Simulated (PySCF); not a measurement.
**`C=C[C@](C)(OCF)C(F)F`: 4 charge schemes on one density**

Species: C6H9F3O.
Numbering: `[CH2:1]=[CH:2][C@:3]([CH3:4])([O:5][CH2:6][F:7])[CH:8]([F:9])[F:10]` (hydrogens: H11, H12 on C1; H13 on C2; H14, H15, H16 on C4; H17, H18 on C6; H19 on C8)

Geometry (GFN2-xTB, Å), atoms numbered from 1 in this order:
```
atom  x, y, z in Å
C1    -1.6335    1.5761   -0.3877
C2    -0.4764    1.2460    0.1525
C3     0.0200   -0.1632    0.3750
C4    -0.4440   -0.6696    1.7452
O5     1.4533   -0.1833    0.4386
C6     2.1463    0.1196   -0.7011
F7     2.2933   -0.9937   -1.5008
C8    -0.4631   -1.1478   -0.7147
F9    -1.7488   -1.5202   -0.5073
F10   -0.4381   -0.5924   -1.9482
H11   -1.9269    2.6073   -0.4812
H12   -2.3327    0.8473   -0.7583
H13    0.2038    1.9997    0.5261
H14   -1.5282   -0.6654    1.7988
H15   -0.0395   -0.0172    2.5131
H16   -0.0725   -1.6774    1.9104
H17    3.1587    0.4166   -0.4047
H18    1.6637    0.8840   -1.3275
H19    0.1547   -2.0573   -0.7357
```

Density: PBE0/pcSseg-1 (PySCF); schemes: Mulliken, IAO, Hirshfeld and ESP-fitted. The structure is a single GFN2-xTB conformer in the gas phase; no vibrational or solvent corrections.

Q: At which atom do the 4 schemes differ most?

A: At C4: from -0.692 (ESP-fitted) to -0.127 e (Mulliken), 0.565 e apart.

Q: Which atoms carry the highest charge in the Mulliken, IAO, Hirshfeld and ESP-fitted schemes?

A: The schemes don't all agree: Mulliken C8 (+0.597); IAO C8 (+0.422); Hirshfeld C8 (+0.141); ESP-fitted C3 (+0.291).

Q: For which atoms does the sign change between the 4 schemes (beyond +0.03 e in one, beyond −0.03 e in another)?

A: C3.

Q: What partial charge does each atom carry?

A: In e:

| atom | environment | Mulliken | IAO | Hirshfeld | ESP-fitted |
| --- | --- | --- | --- | --- | --- |
| C1 | terminal =CH2 carbon | -0.083 | -0.301 | -0.094 | -0.417 |
| C2 | alkene CH carbon | -0.184 | -0.166 | -0.056 | -0.110 |
| C3 | sp3 carbon bound to oxygen | -0.224 | +0.184 | +0.073 | +0.291 |
| C4 | methyl carbon | -0.127 | -0.417 | -0.127 | -0.692 |
| O5 | ether oxygen | -0.498 | -0.381 | -0.126 | -0.352 |
| C6 | sp3 C–F carbon | +0.384 | +0.210 | +0.083 | +0.203 |
| F7 | alkyl fluorine | -0.341 | -0.338 | -0.127 | -0.248 |
| C8 | CHF2 carbon | +0.597 | +0.422 | +0.141 | +0.264 |
| F9 | fluorine of a CF2 group | -0.302 | -0.304 | -0.085 | -0.207 |
| F10 | fluorine of a CF2 group | -0.294 | -0.296 | -0.089 | -0.192 |
| H11 | vinylic hydrogen | +0.121 | +0.159 | +0.053 | +0.180 |
| H12 | vinylic hydrogen | +0.128 | +0.161 | +0.040 | +0.211 |
| H13 | vinylic hydrogen | +0.108 | +0.152 | +0.046 | +0.135 |
| H14 | methyl hydrogen | +0.133 | +0.161 | +0.042 | +0.217 |
| H15 | methyl hydrogen | +0.126 | +0.158 | +0.048 | +0.211 |
| H16 | methyl hydrogen | +0.122 | +0.150 | +0.045 | +0.202 |
| H17 | methylene hydrogen | +0.114 | +0.156 | +0.053 | +0.107 |
| H18 | methylene hydrogen | +0.101 | +0.133 | +0.037 | +0.065 |
| H19 | methine hydrogen | +0.120 | +0.158 | +0.043 | +0.133 |

Mean size of the charges over all atoms: ESP-fitted 0.234 e, IAO 0.232 e, Mulliken 0.216 e, Hirshfeld 0.074 e. Each set sums to the total charge, 0, to within 0.001 e. The Hirshfeld scheme weights the molecular density at each point by an atom's share of the summed free-atom densities.

Q: How many electrons does the ESP-fitted scheme count on C1?

A: Z − q = 6 − (-0.417) = 6.417.

Q: Sum the charges by element, for elements with more than one atom.

A: 
```csv
element,atoms,Mulliken,IAO,Hirshfeld,ESP-fitted
C,6,+0.363,-0.068,+0.020,-0.461
F,3,-0.937,-0.938,-0.301,-0.647
H,9,+1.072,+1.387,+0.407,+1.460
```
